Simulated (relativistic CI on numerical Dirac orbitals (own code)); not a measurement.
Ti³⁺ in a cubic cluster: 2p photoemission with charge transfer

Computed with a charge-transfer multiplet model of a cubic metal-ligand cluster with up to 2 ligand holes, Slater and spin-orbit integrals from Dirac-Coulomb-Breit ions, Slater integrals scaled by 0.8. The ground state mixes d1 with configurations of k ligand holes L, whose averages lie at kΔ + k(k − 1)U_dd/2; a core hole lowers each added d electron by U_cd. 20 K, Lorentzian 0.6 eV and Gaussian 0.8 eV FWHM.

Atomic integrals in eV (Slater integrals scaled, ζ unscaled), ground: F2dd 6.578, F4dd 4.090, zeta_d 0.017; with the core hole: F2dd 6.578, F4dd 4.090, zeta_d 0.032, zeta_core 3.741, F2cd 5.066, G1cd 3.785, G3cd 2.149. Where a configuration has fewer than two d electrons, the dd integrals are those of d2.

Cluster parameters (eV): Δ = 6.3, U_cd = 6.5, 10Dq = 1.9, 10Dq(ligand) = 0.2, V(eg) = 2.1, V(t2g) = -0.97, final-state hopping factor = 1.

| Case | n_d | d1 | d2L | d3L2 | S |
| --- | --- | --- | --- | --- | --- |
| U_dd = 5.7 eV | 1.30 | 0.72 | 0.26 | 0.02 | 0.50 |
| U_dd = 7.1 eV | 1.29 | 0.72 | 0.26 | 0.02 | 0.50 |
| U_dd = 7.8 eV | 1.29 | 0.73 | 0.26 | 0.02 | 0.50 |

Weights, n_d and S are thermal averages at 20 K. Binding energies count from the first peak over 30 % of the highest in each spectrum, which can be another peak from case to case. The parameters are a model scan and need not match a compound or its usual spin state. Peaks in eV (height, largest 100):
- U_dd = 5.7 eV: 0.0 (100), 3.6 (15), 6.0 (41), 8.7 (26), 14.5 (9)
- U_dd = 7.1 eV: 0.0 (100), 3.7 (14), 5.9 (40), 8.9 (24), 14.6 (8)
- U_dd = 7.8 eV: 0.0 (100), 6.0 (40), 9.1 (23), 14.8 (8)

Curve for U_dd = 5.7 eV (points under 2 left out, the grid thinned):

E (eV), Intensity and a bar:
```
     -3.5        2.0 
     -3.0        2.8 
     -2.6        3.8 #
     -2.1        6.3 #
     -1.7       11.4 ###
     -1.2       29.9 #########
     -0.8       59.2 ##################
     -0.3       94.2 #############################
      0.1       98.0 ##############################
      0.6       65.0 ####################
      1.0       37.1 ###########
      1.5       20.2 ######
      2.0       14.3 ####
      2.4       13.1 ###
      2.9       13.4 ####
      3.3       14.2 ####
      3.8       14.5 ####
      4.2       15.0 ####
      4.7       19.9 ######
      5.1       28.0 ########
      5.6       38.2 ###########
      6.0       40.5 ############
      6.5       37.5 ###########
      7.0       30.6 #########
      7.4       23.7 #######
      7.9       20.9 ######
      8.3       23.5 #######
      8.8       25.6 #######
      9.2       22.5 ######
      9.7       14.5 ####
     10.1        9.5 ##
     10.6        6.2 #
     11.0        5.1 #
     11.5        4.4 #
     12.0        4.0 #
     12.4        3.5 
     12.9        2.9 
     13.3        3.1 
     13.8        5.2 #
     14.2        8.1 ##
     14.7        8.6 ##
     15.1        7.1 ##
     15.6        5.3 #
     16.0        3.6 #
     16.5        2.1
```

For the case U_dd = 5.7 eV, Δ = 6.3 eV is larger than U_dd = 5.7 eV, the Mott-Hubbard side of the Zaanen-Sawatzky-Allen scheme. With the core hole the average of the configuration with one ligand hole lies at Δ − U_cd = -0.2 eV before mixing: the effective hopping of about 4.6 eV (from the holes of the mixed ground state) is comparable with this gap or larger, so the configurations mix strongly.
